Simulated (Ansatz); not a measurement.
Conformers and stereoisomers of C2F2I2, SMILES `FC(I)=C(F)I`, each relaxed with PBE0-D4/def2-TZVP in Ansatz. CBS adds the triple-zeta coupled-cluster correction to the MP2 limit.

Elements past krypton have def2 core potentials. Outer-core shells of I are correlated without core-valence functions. Spin–orbit coupling is left out.

Not all of them had a frequency check.

Conformer A:

Z-matrix (Å, degrees):
```
C
I 1 2.062
C 1 1.327 2 123.7
F 1 1.323 2 115.2 3 180.0
F 3 1.323 1 121.2 2 0.0
I 3 2.062 1 123.7 2 180.0
```

Conformer B:

Cartesian coordinates in Å:
```
F -0.334 -0.515 -1.760
C 0.193 0.006 -0.658
I 1.942 1.046 -0.960
C -0.427 -0.179 0.506
F -1.555 -0.879 0.530
I 0.181 0.521 2.341
```

Which is lowest in electronic energy at CCSD(T)/CBS (frozen core, def2 sets), and by how much? (Estimate.)

Ansatz gave: A; B lies 5.1 kJ/mol higher.

Give the energies relative to A (kJ/mol) with PBE0-D4/def2-TZVPP, ωB97M-V/def2-TZVPP, PBE0/def2-TZVPP, B3LYP/def2-TZVPP, HF/def2-TZVPP, CCSD(T)/def2-TZVPP, SCS-MP2/def2-QZVPP. (An estimate is asked.)

Computed: 
| level | B |
| --- | --- |
| PBE0-D4/def2-TZVPP | 8.6 |
| ωB97M-V/def2-TZVPP | 8.0 |
| PBE0/def2-TZVPP | 9.4 |
| B3LYP/def2-TZVPP | 11.6 |
| HF/def2-TZVPP | 12.8 |
| CCSD(T)/def2-TZVPP | 8.4 |
| SCS-MP2/def2-QZVPP | 5.7 |

B3LYP here is the variant with VWN-RPA as its local correlation; programs differ in this.
